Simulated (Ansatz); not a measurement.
Stepwise reaction of `N[SiH](O)O` with hydrogen fluoride, as a gas-phase model of exchange steps in deposition or etching. ΔE in kJ/mol; ΔG adds harmonic PBE0-D4 terms to CCSD(T)/CBS, at 1 bar.

Computed with Ansatz on PBE0-D4/def2-TZVP structures; ΔE is electronic, products minus reactants. CCSD(T)/CBS adds triple-zeta CCSD(T) − MP2 to the extrapolated MP2 energy (def2 sets, frozen cores). This one scheme is used for every species. Functionals use def2-TZVPP. B3LYP here is the variant with VWN-RPA as its local correlation; programs differ in this. Each species was taken in one conformer, which may not be the lowest.

```json
{"step": "1", "reaction": "`N[SiH](O)O` + H–F → `N[SiH](O)F` + H₂O", "PBE-D4": "-45.4", "B3LYP-D4": "-48.6", "ωB97M-V": "-48.1", "CCSD(T)/CBS": "-47.0", "ΔG(600 K)": "-50.9"}
{"step": "2", "reaction": "`N[SiH](O)F` + H–F → `N[SiH](F)F` + H₂O", "PBE-D4": "-39.2", "B3LYP-D4": "-41.9", "ωB97M-V": "-41.6", "CCSD(T)/CBS": "-41.0", "ΔG(600 K)": "-47.2"}
```

(1) By hand: ΔE of the 2 steps together at CCSD(T)/CBS.

## Answers

(1) (-47.0) + (-41.0) = -88.0 kJ/mol, or -44.0 kJ/mol a step.

In ΔE each step is higher than the one before. All are downhill at CCSD(T)/CBS. ΔG lies between -50.9 and -47.2 kJ/mol a step. PBE-D4 differs from CCSD(T)/CBS by 1.6 to 1.8 kJ/mol a step. Isolated molecules leave out the surface, adducts and barriers. Largest T1 diagnostic: 0.011.
